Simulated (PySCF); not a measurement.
The vertical singlet excitations below were computed for one of the candidates. Computed with TDDFT CAM-B3LYP/def2-SVPD, vertical, gas phase, core orbitals frozen in the response in PySCF. Geometries: GFN2-xTB, one conformer each.

```json
{"state": "S1", "E (eV)": "6.32", "f": "0.0081"}
{"state": "S2", "E (eV)": "6.35", "f": "0.011"}
{"state": "S3", "E (eV)": "6.56", "f": "0.037"}
{"state": "S4", "E (eV)": "6.72", "f": "0.143"}
{"state": "S5", "E (eV)": "6.87", "f": "0.043"}
{"state": "S6", "E (eV)": "7.03", "f": "0.048"}
{"state": "S7", "E (eV)": "7.07", "f": "0.015"}
{"state": "S8", "E (eV)": "7.25", "f": "0.066"}
```

Triplets computed (Tamm–Dancoff): 4.33, 5.90, 6.06 eV.

Question: Which candidate is it? All have the formula C3H11NSSi2.
A. `[SiH3]N[Si@@H](S)CC=C`
B. `N[SiH2][SiH2]C(SC)=C`
C. `CS[Si@@H]1CC[SiH2]N1`

Answer: A. Its S1, at 6.32 eV, is the highest among the candidates; the nearest of the others has S1 at 5.60 eV. S1 is HOMO-2→LUMO (19%), HOMO→LUMO+1 (16%), HOMO→LUMO (16%). Löwdin shares by element: HOMO sulfur 36%, carbon 26% or more, nitrogen 9% (atoms not listed hold the other 29%); LUMO silicon 34%, sulfur 8%, carbon 6% or more (atoms not listed hold the other 52%). At the same level the other candidates give, for their lowest levels:
- `CS[Si@@H]1CC[SiH2]N1`: 5.60 eV (f 0.002); 6.27 eV (f 0.018); 6.47 eV (f 0.038); 6.59 eV (f 0.004); 6.86 eV (f 0.015); T1 5.23 eV; HOMO -7.99, LUMO 0.94 eV
- `C=C([SiH2][SiH2]N)SC`: 5.34 eV (f 0.093); 5.57 eV (f 0.002); 5.69 eV (f 0.071); 5.85 eV (f 0.004); 5.91 eV (f 0.008); T1 3.67 eV; HOMO -7.47, LUMO 0.48 eV

Conformer computed: `[CH2:1]=[CH:2][CH2:3][Si@H:4]([SH:5])[NH:6][SiH3:7]`: C1–C2–C3–Si4 -102°, C2–C3–Si4–S5 57°, C3–Si4–N6–Si7 -56°, H–S5–Si4–C3 -21°.
